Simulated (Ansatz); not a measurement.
Geometry optimisation, RKS PBE0-D4/6-31G* (Ansatz).

Input:

```yaml
crystal:
  periodic: [false, false, false]
  atoms:
    - { symbol: Al, position_ang: [0.0, 0.0, 0.0] }
    - { symbol: "N", position_ang: [0.0, 0.0, 1.92] }
    - { symbol: H, position_ang: [-0.877, -0.2713, 2.45] }
    - { symbol: H, position_ang: [0.877, 0.2713, 2.45] }
    - { symbol: O, position_ang: [1.5415, 0.0, -0.89] }
    - { symbol: H, position_ang: [1.8414, -0.9519, -1.0449] }
    - { symbol: Cl, position_ang: [-1.9312, 0.0, -1.115] }
basis:
  gaussian: { orbitals: "6-31G*" }
hamiltonian:
  xc: pbe0
  dispersion: d4
relax:
  f_tol: 0.02
  max_steps: 40
output:
  orbitals: {}
```

Launched with:

```bash
$ ansatz run input.yaml --threads 1 --pin off --max-ram 2048MiB --backend cpu --events-out ev --progress --plain --runs-dir out
```

Question: Where does it end, and by what steps?

Answer: The forces met the threshold. After 9 steps the energy has fallen by 0.819 eV; H6 moved furthest, 0.71 Å.

| step | energy less start (eV) | largest force component (eV/Å) | accepted |
| --- | --- | --- | --- |
| 0 | 0.0000 | 1.987 | yes |
| 1 | -0.5671 | 1.409 | yes |
| 2 | -0.6669 | 0.742 | yes |
| 3 | -0.7024 | 0.584 | yes |
| 4 | -0.7479 | 0.489 | yes |
| 5 | -0.7839 | 0.441 | yes |
| 6 | -0.8022 | 0.374 | yes |
| 7 | -0.8182 | 0.035 | yes |
| 8 | -0.8182 | 0.066 | yes |
| 9 | -0.8190 | 0.006 | yes |

```xyz
7
Properties=species:S:1:pos:R:3
Al 0.076 -0.174 0.141
N -0.045 0.039 1.883
H -0.913 0.151 2.386
H 0.748 0.066 2.507
O 1.599 -0.358 -0.593
H 1.675 -0.479 -1.544
Cl -1.688 -0.197 -1.011
```

Whether the end is a true minimum wasn't checked by a vibrational analysis.

The run took 31 s on 1 thread of Arm Neoverse V2, on a shared host, peak memory 0.16 GiB.
